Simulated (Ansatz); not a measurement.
Ansatz (a program for electronic structure) input (HF/6-31G* with LANL2DZ past Ar): The .json file joins the Basis Set Exchange's 6-31G* for atoms up to Ar and LANL2DZ past it.

Ansatz 0.2 input:
```yaml
crystal:
  periodic: [false, false, false]
  atoms:
    - {symbol: La, position_ang: [-0.00000000, -0.00000000, -0.23826950]}
    - {symbol: O, position_ang: [0.00000000, 0.00000000, 1.69767017]}
basis:
  gaussian:
    orbitals: 6-31Gs+LANL2DZ.json
hamiltonian:
  xc: {name: HF}
magnetization: {spin_polarized: true, initial_magnetization: 1}
phonons: {temperatures: {t_min: 298.15, t_max: 298.15, t_step: 100}}
```

Which harmonic wavenumbers does it give?

865 cm⁻¹ (unscaled; negative means imaginary).
